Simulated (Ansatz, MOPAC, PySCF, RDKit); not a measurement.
Complex: N2 (SMILES N#N) (first 2 atoms) with GeH4 (SMILES [GeH4]); geometry from B3LYP-D3(BJ)/def2-TZVP, rigid monomers moved along the line of their centres of mass till N1···Ge3 is 3.25 Å.
(charge 0, multiplicity 1):
```xyz
7

N     -0.44037     0.51232     0.14199
N     -0.11509     1.18972    -0.64870
Ge     0.07547    -0.23517     3.25758
H      1.29984     0.37294     2.55760
H      0.40897    -0.48815     4.73616
H     -0.29551    -1.56229     2.58143
H     -1.10585     0.74077     3.16029
```

```tsv
level	interaction energy (kcal/mol)	minus CCSD(T)/CBS(aug-cc-pVDZ, aug-cc-pVTZ)	cost
UFF	0.30	0.47	-
AM1	0.40	0.57	-
PM3	2.81	2.98	-
PM6	0.48	0.65	-
PM7	-1.26	-1.09	-
HF/6-31G* (no counterpoise)	1.01	1.18	-
HF/aug-cc-pVDZ	1.60	1.77	-
HF/aug-cc-pVTZ	1.58	1.75	-
BP86/6-31G* (no counterpoise)	0.57	0.74	-
r2SCAN/def2-TZVPPD	0.30	0.47	×2
r2SCAN-D3(BJ)/def2-TZVPPD	-0.01	0.16	×2
r2SCAN-D4/def2-TZVPPD	0.08	0.25	×2
B3LYP/6-31G* (no counterpoise)	0.22	0.39	-
B3LYP-D4/def2-TZVPPD	0.17	0.34	×2
M06-2X/6-31G* (no counterpoise)	-1.30	-1.13	-
SCS-MP2/aug-cc-pVDZ	0.36	0.53	-
SCS-MP2/aug-cc-pVTZ	0.15	0.32	-
CCSD/aug-cc-pVDZ	0.39	0.56	-
CCSD(T)/aug-cc-pVTZ	-0.07	0.10	×300*
CCSD(T)/CBS(aug-cc-pVDZ, aug-cc-pVTZ)	-0.17	0.00	×300*
```

 The comparison column counts from a level with limits of its own.

The rows run from -1.30 (M06-2X/6-31G* (no counterpoise)) to 2.81 kcal/mol (PM3). The dispersion term adds -0.30 in r2SCAN-D3(BJ), -0.21 in r2SCAN-D4.

Counterpoise-corrected where a basis set is named; no monomer relaxation. Rows marked so take none. RDKit's UFF carries no charges.

Correlated levels freeze the cores. Filled d and f shells under p-block atoms count as core. CBS: X⁻³ extrapolation of the correlation energy, Hartree–Fock from the larger set. Rows in 6-31G* carry no dispersion term and start afresh at each structure (6-31G* with six Cartesian d functions); the Pople sets are all-electron and without relativity. The state reached by AM1, PM3, PM6, PM7 isn't checked; PM7 holds dispersion and hydrogen-bond terms.

Codes used: Ansatz (Gaussian orbitals); MOPAC for AM1, PM3, PM6, PM7 (differences of heats of formation); PySCF for 6-31G* rows, the dispersion terms; RDKit for the force fields. Values without a source in brackets are computed.

Costs are rough ratios of core time to PBE/def2-TZVPPD (about 3 s over the structures, on one shared machine); a dash marks a level with no comparable run of its own. A star marks coupled-cluster runs past 200 virtual orbitals, where the program's memory plan changes under this machine's limit, so their costs aren't comparable with smaller runs.

Ansatz is a program for electronic structure.
